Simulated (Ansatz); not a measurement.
Born–Oppenheimer molecular dynamics of BClH3NO (7 atoms, charge 0, multiplicity 1). It starts from a relaxed structure.

Computed with RKS PBE0-D4/def2-SVP (Ansatz).

| Property | Result |
| --- | --- |
| ensemble | NVE (velocity Verlet) |
| time step | 0.5 fs |
| steps asked | 250 |
| starting velocities drawn for | 100 K |
| masses | H 2.014 u |
| seed | 782626 |

First frame:

```xyz
7
Properties=species:S:1:pos:R:3
B -0.089 -0.192 -0.168
Cl 0.048 -0.514 1.592
O 1.029 -0.164 -0.939
H 1.830 -0.329 -0.433
N -1.351 0.026 -0.723
H -2.201 0.011 -0.179
H -1.470 0.210 -1.709
```

(1) How far do the bonds stretch over the last three quarters of this one trajectory? (Pairs bonded in most of those frames.)

## Answers

(1) 
```tsv
bond	mean (Å)	spread (Å)	shortest	longest
B1–Cl2	1.794	0.019	1.77	1.83
B1–O3	1.359	0.007	1.35	1.38
B1–N5	1.396	0.005	1.39	1.41
O3–H4	0.961	0.005	0.95	0.97
N5–H6	1.009	0.008	0.99	1.02
N5–H7	1.011	0.008	1.00	1.02
```

Mean temperature of the second half: 47 K. The conserved energy stayed within 0.023 meV per atom of its start (net change 0.0086 meV per atom), so the integration is sound. Over the second half the temperature averaged 0.47 of the 100 K drawn at the start: a run that starts near a minimum puts about half its kinetic energy into the potential. A run of 0.12 ps of so small a system gives no equilibrium averages.

Time of the run: 5.3 min on 2 threads of Arm Neoverse V1, on a shared host, peak memory 0.14 GiB.
